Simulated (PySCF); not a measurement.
Species: C₃H₉NSi₂.
Cartesian coordinates in Å at the GFN2-xTB level; atoms count from 1:
```xyz
15
C3H9NSi2 angstrom
C     -3.6022    0.8828    0.1701
C     -2.3054    0.2460    0.0908
C     -1.2241   -0.2814    0.0272
Si     0.4264   -1.1012   -0.0758
N      1.5771    0.1122    0.3947
Si     3.2882   -0.0406    0.5750
H     -4.0008    1.0446   -0.8315
H     -4.2937    0.2511    0.7278
H     -3.5158    1.8447    0.6758
H      0.5218   -2.2141    0.8737
H      0.6586   -1.5589   -1.4548
H      1.2283    1.0563    0.3671
H      3.7428    1.2160    1.1711
H      3.9518   -0.2604   -0.7173
H      3.5425   -1.1890    1.4445
```

Computed, not measured: CAM-B3LYP/def2-SVPD in PySCF (dipole) on a GFN2-xTB geometry, gas phase.

Take the most abundant isotopes and a rigid rotor. The values belong to one conformer with, in the numbering `[CH3:1][C:2]#[C:3][SiH2:4][NH:5][SiH3:6]`, C3–Si4–N5–Si6 177°.

Problem. What are A, B and C (MHz)?

Solution. Ia = 63.79, Ib = 673.02, Ic = 721.76 u·Å²; 505379 MHz·u·Å²/I gives A = 7923, B = 750.9, C = 700.2 MHz.

Problem. Classify the top.

Solution. A near-prolate asymmetric top. Ray's parameter κ = (2B − A − C)/(A − C) = -0.986; −1 is the prolate and +1 the oblate limit.

Problem. What does the inertial defect say?

Solution. Not planar: Δ = Ic − Ia − Ib = -15.05 u·Å². For a rigid frame Δ = −2 Σ m c², so Σ m c² = 7.52 u·Å² lies off the ab plane: 7.49 from hydrogen and 0.03 from heavier atoms. The atom farthest from that plane is 1.22 Å away.

Problem. Which lines would a microwave search look for?

Solution. The dipole components are |μa| = 1.66 D, |μb| = 1.04 D, |μc| = 0.25 D. Intensities carry the squares of the components, which stand as 1.00 : 0.40 : 0.02 (a : b : c). Some lines, for components of 0.1 D or more:

```csv
type,branch,"J(Ka,Kc)",MHz,lower level (cm⁻¹)
a,R,"2(1,2) ← 1(1,1)",2852,0.288
a,R,"2(0,2) ← 1(0,1)",2902,0.048
a,R,"2(1,1) ← 1(1,0)",2953,0.289
a,R,"3(0,3) ← 2(0,2)",4352,0.145
a,R,"3(2,2) ← 2(2,1)",4353,1.106
c,Q,"3(1,3) ← 3(0,3)",7046,0.290
c,Q,"1(1,1) ← 1(0,1)",7172,0.048
b,Q,"2(1,1) ← 2(0,2)",7274,0.145
b,Q,"3(1,2) ← 3(0,3)",7351,0.290
b,R,"1(1,1) ← 0(0,0)",8623,0.000
c,R,"1(1,0) ← 0(0,0)",8674,0.000
b,R,"2(1,2) ← 1(0,1)",10024,0.048
b,R,"3(1,3) ← 2(0,2)",11399,0.145
c,Q,"3(2,2) ← 3(1,2)",21440,0.536
b,Q,"3(2,1) ← 3(1,2)",21442,0.536
c,Q,"2(2,1) ← 2(1,1)",21516,0.388
b,Q,"2(2,0) ← 2(1,1)",21516,0.388
c,R,"2(2,0) ← 1(1,0)",24469,0.289
c,R,"2(2,1) ← 1(1,1)",24520,0.288
b,R,"3(2,2) ← 2(1,1)",25870,0.388
c,R,"3(2,2) ← 2(1,2)",26022,0.383
b,R,"3(2,1) ← 2(1,2)",26023,0.383
b,R,"3(3,1) ← 2(2,0)",40340,1.106
c,R,"3(3,0) ← 2(2,0)",40340,1.106
c,R,"3(3,1) ← 2(2,1)",40341,1.106
b,R,"3(3,0) ← 2(2,1)",40341,1.106
```

GFN2-xTB frequencies: not computed here. Zero-point vibration and centrifugal distortion are left out. A rigid rotor knows nothing of internal rotation, which can split or shift real lines. Quadrupole hyperfine structure (14N) is left out.

On one thread of an x86-64 server (shared host), this took 25 s of wall time. This is the CAM-B3LYP/def2-SVPD job that gave the dipole, with the excitations it also computed.
